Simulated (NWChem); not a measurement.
Species: FeF$_{2}$, quintet; SMILES [Fe]([F])[F]

Program: NWChem. Spin-unrestricted. All runs use the structure optimised with PBE0/def2-SVP, spin-unrestricted. The spin multiplicity was typed, not searched, and may not be the lowest. No stability test was run on the SCF state.

Task: Estimate the computed values for PBE/def2-TZVP. Quantities: highest occupied level (eV); lowest empty minus highest occupied level, either spin (eV); <S²>.

Result: 
| Property | Value |
|---|---|
| highest occupied level (eV) | -5.63 |
| lowest empty minus highest occupied level, either spin (eV) | 0.79 |
| <S²> | 6.01 |
